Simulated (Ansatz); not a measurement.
Geometry optimisation, RKS B3LYP/def2-SVP in Ansatz.

The input (input.yaml):

```yaml
crystal:
  periodic: [false, false, false]
  atoms:
    - { symbol: C, position_ang: [-2.16628, 0.24743, 0.18629] }
    - { symbol: O, position_ang: [-0.77835, 0.38672, 0.07021] }
    - { symbol: Sc, position_ang: [1.01502, 0.43572, -0.05131] }
    - { symbol: "N", position_ang: [2.27741, -1.08982, -0.25638] }
    - { symbol: Cl, position_ang: [1.89906, 2.49665, 0.03826] }
    - { symbol: H, position_ang: [-2.63687, 0.2636, -0.8068] }
    - { symbol: H, position_ang: [-2.57735, 1.07317, 0.78469] }
    - { symbol: H, position_ang: [-2.41451, -0.70439, 0.678] }
    - { symbol: H, position_ang: [2.08632, -2.0899, -0.31785] }
    - { symbol: H, position_ang: [3.29555, -1.01917, -0.32511] }
basis:
  gaussian: { orbitals: def2-SVP }
hamiltonian:
  xc: b3lyp
relax:
  f_tol: 0.015
  max_steps: 40
```

Run as:

```bash
$ ansatz run input.yaml --threads 2 --pin off --max-ram 3072MiB --backend cpu --events-out ev --progress --plain --runs-dir out
```

Problem. Where does it end, and by what steps?

Solution. The run converged. After 7 steps the energy has fallen by 0.174 eV; Cl5 moved furthest, 0.29 Å.

```tsv
step	energy less start (eV)	largest force component (eV/Å)	accepted
0	0.0000	1.635	yes
1	-0.1405	0.457	yes
2	-0.1645	0.435	yes
3	-0.1587	0.554	no
4	-0.1730	0.232	yes
5	-0.1719	0.047	no
6	-0.1742	0.047	yes
7	-0.1743	0.003	yes
```

```xyz
10
Properties=species:S:1:pos:R:3
C -2.124 0.172 0.180
O -0.741 0.277 0.073
Sc 1.082 0.576 -0.046
N 2.175 -1.041 -0.248
Cl 2.134 2.659 0.033
H -2.605 0.187 -0.816
H -2.551 1.006 0.768
H -2.417 -0.773 0.676
H 1.852 -2.008 -0.295
H 3.194 -1.054 -0.325
```

Whether the end is a true minimum wasn't checked by a vibrational analysis.

Time of the run: 42 s on 2 threads of Arm Neoverse V1, on a shared host, peak memory 0.29 GiB.
